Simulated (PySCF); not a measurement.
A GIAO shielding run with PySCF (density fitting, non-relativistic, gas phase) on SMILES F/C(C#C)=C/[SiH2]N, C4H6FNSi:

```
$ OMP_NUM_THREADS=1 python probes_run.py task.json out

{"job": {"kind": "nmr", "xc": "PBE0", "basis": "pcSseg-1"}, "charge": 0, "multiplicity": 1}
C     -2.539858    -0.862900     1.411684
C     -1.986092    -0.083514     0.685102
C     -1.404452     0.890182    -0.156262
F     -2.216019     1.964014    -0.378386
C     -0.195741     0.837228    -0.702109
Si     0.990837    -0.602190    -0.502152
N      2.524729     0.099466    -0.852557
H     -2.993279    -1.567455     2.043198
H      0.095822     1.670545    -1.325338
H      0.831075    -1.194453     0.834581
H      0.776955    -1.617091    -1.535524
H      2.781601     0.967588    -0.409792
H      3.330034    -0.500933    -0.916092
```

Hardware: 1 thread of an Arm Neoverse N1, shared host. The job also computes population analyses, field gradients.

Task: How large is the calculation?

Result: 60 electrons, 156 basis functions and 826 auxiliary functions.

Task: How long does it take, and how much memory does it need?

Result: 43 s of wall time, with 15 SCF cycles and 5 response iterations; peak memory 0.79 GiB. Times on a shared host scatter by some tens of per cent.
